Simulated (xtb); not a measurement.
CF₂, charge +1, doublet, geometry from GFN2-xTB (a state made from the parent by changing its charge; the spin is typed, not shown lowest); GFN1-xTB (xtb).

The xtb input:
```
$ xtb mol.xyz --gfn 1 --chrg 1 --uhf 1 --opt --json

# file mol.xyz
3

F     -1.08652185    -0.17622641     0.03534141
C     -0.01345592     0.40889453     0.03501113
F      1.09549246    -0.09636994    -0.05868216
```

Problem. Write the output that xtb gives for this input, abridged.

Solution. 
```
   ID    Z sym.   atoms
    1    9 F      1, 3
    2    6 C      2

           -------------------------------------------------
          |                Calculation Setup                |
           -------------------------------------------------

           -------------------------------------------------
          |                 G F N 1 - x T B                 |
           -------------------------------------------------

          ...................................................
          :                      SETUP                      :
          :.................................................:
          :  # basis functions                  12          :
          :  # atomic orbitals                  12          :
          :  # shells                            6          :
          :  # electrons                        17          :
          :  # halogen bonds                     0          :
          :  max. iterations                   250          :
          :  Hamiltonian                  GFN1-xTB          :
          :  restarted?                      false          :
          :  GBSA solvation                  false          :
          :  PC potential                    false          :
          :  electronic temp.          300.0000000     K    :
          :  accuracy                    1.0000000          :
          :  -> integral cutoff          0.2500000E+02      :
          :  -> integral neglect         0.1000000E-07      :
          :  -> SCF convergence          0.1000000E-05 Eh   :
          :  -> wf. convergence          0.2000000E-04 e    :
          :  Broyden damping             0.4000000          :
          :  net charge                          1          :
          :  unpaired electrons                  1          :
          ...................................................

 iter      E             dE          RMSdq      gap      omega  full diag
   1    -11.6156093 -0.116156E+02  0.584E+00    2.52       0.0  T
   2    -11.6620574 -0.464481E-01  0.418E+00    2.38       1.0  T
   3    -11.6912565 -0.291991E-01  0.211E+00    2.47       1.0  T
   4    -11.6927009 -0.144440E-02  0.310E-01    2.45       1.0  T
   5    -11.6931672 -0.466331E-03  0.133E-02    2.46       4.4  T
   6    -11.6931678 -0.586379E-06  0.575E-03    2.46      10.0  T
   7    -11.6931679 -0.122646E-06  0.171E-06    2.46   33736.1  T
   8    -11.6931679 -0.124345E-13  0.240E-08    2.46  100000.0  T

   *** convergence criteria satisfied after 8 iterations ***

         :::::::::::::::::::::::::::::::::::::::::::::::::::::
         ::                     SUMMARY                     ::
         :::::::::::::::::::::::::::::::::::::::::::::::::::::
         :: total energy             -11.644256624688 Eh    ::
         :: gradient norm              0.018544843600 Eh/a0 ::
         :: HOMO-LUMO gap              2.456470042286 eV    ::
         ::.................................................::
         :: SCC energy               -11.693167944447 Eh    ::
         :: -> electrostatic           0.239033391139 Eh    ::
         :: repulsion energy           0.049165873218 Eh    ::
         :: dispersion energy         -0.000254553460 Eh    ::
         :: halogen bond corr.         0.000000000000 Eh    ::
         :: add. restraining           0.000000000000 Eh    ::
         :: total charge               1.000000000000 e     ::
         :::::::::::::::::::::::::::::::::::::::::::::::::::::

      -----------------------------------------------------------
     |                   =====================                   |
     |                        A N C O P T                        |
     |                   =====================                   |
     |               Approximate Normal Coordinate               |
     |                Rational Function Optimizer                |
      -----------------------------------------------------------
[...]
 * total energy  :   -11.6442566 Eh     change       -0.1065814E-13 Eh
 * total energy  :   -11.6447153 Eh     change       -0.4586840E-03 Eh
 * total energy  :   -11.6450346 Eh     change       -0.3192970E-03 Eh
 * total energy  :   -11.6450353 Eh     change       -0.7337805E-06 Eh
   *** GEOMETRY OPTIMIZATION CONVERGED AFTER 4 ITERATIONS ***
[...]

 iter      E             dE          RMSdq      gap      omega  full diag
   1    -11.6937702 -0.116938E+02  0.898E-09    2.65       0.0  T
   2    -11.6937702 -0.177636E-14  0.456E-09    2.65  100000.0  T
   3    -11.6937702  0.106581E-13  0.469E-10    2.65  100000.0  T

   *** convergence criteria satisfied after 3 iterations ***

         :::::::::::::::::::::::::::::::::::::::::::::::::::::
         ::                     SUMMARY                     ::
         :::::::::::::::::::::::::::::::::::::::::::::::::::::
         :: total energy             -11.645035339484 Eh    ::
         :: gradient norm              0.000395124635 Eh/a0 ::
         :: HOMO-LUMO gap              2.654210201062 eV    ::
         ::.................................................::
         :: SCC energy               -11.693770185569 Eh    ::
         :: -> electrostatic           0.239384062019 Eh    ::
         :: repulsion energy           0.048989476035 Eh    ::
         :: dispersion energy         -0.000254629950 Eh    ::
         :: halogen bond corr.         0.000000000000 Eh    ::
         :: add. restraining           0.000000000000 Eh    ::
         :: total charge               1.000000000000 e     ::
         :::::::::::::::::::::::::::::::::::::::::::::::::::::

           -------------------------------------------------
          |                Property Printout                |
           -------------------------------------------------

    * Orbital Energies and Occupations

         #    Occupation            Energy/Eh            Energy/eV
      -------------------------------------------------------------
         1        2.0000           -1.3560353             -36.8996
         2        2.0000           -1.3496673             -36.7263
         3        2.0000           -1.1099633             -30.2036
         4        2.0000           -1.0715808             -29.1592
         5        2.0000           -1.0616133             -28.8880
         6        2.0000           -1.0611258             -28.8747
         7        2.0000           -1.0119549             -27.5367
         8        2.0000           -1.0010922             -27.2411
         9        1.0000           -0.8466542             -23.0386 (HOMO)
        10                         -0.7491138             -20.3844 (LUMO)
        11                         -0.2644553              -7.1962
        12                         -0.1049414              -2.8556
      -------------------------------------------------------------
                  HL-Gap            0.0975404 Eh            2.6542 eV
             Fermi-level           -0.8608786 Eh          -23.4257 eV

  Mulliken/CM5 charges         n(s)   n(p)   n(d)
     1F     0.10447  0.07939   1.778  5.118  0.000
     2C     0.79106  0.84121   1.114  2.095  0.000
     3F     0.10447  0.07939   1.778  5.118  0.000

Wiberg/Mayer (AO) data.
largest (>0.10) Wiberg bond orders for each atom

 ---------------------------------------------------------------------------
     #   Z sym  total        # sym  WBO       # sym  WBO       # sym  WBO
 ---------------------------------------------------------------------------
     1   9 F    1.627 --     2 C    1.487     3 F    0.140
     2   6 C    2.974 --     3 F    1.487     1 F    1.487
     3   9 F    1.627 --     2 C    1.487     1 F    0.140
 ---------------------------------------------------------------------------

Topologies differ in total number of bonds
Writing topology from bond orders to xtbtopo.mol

 dipole moment from electron density (au)
     X       Y       Z
  -0.0143   0.4339   0.0372  total (Debye):    1.108

optimized geometry written to: xtbopt.xyz

           -------------------------------------------------
          | TOTAL ENERGY              -11.645035339484 Eh   |
          | GRADIENT NORM               0.000395124635 Eh/α |
          | HOMO-LUMO GAP               2.654210201062 eV   |
           -------------------------------------------------
```
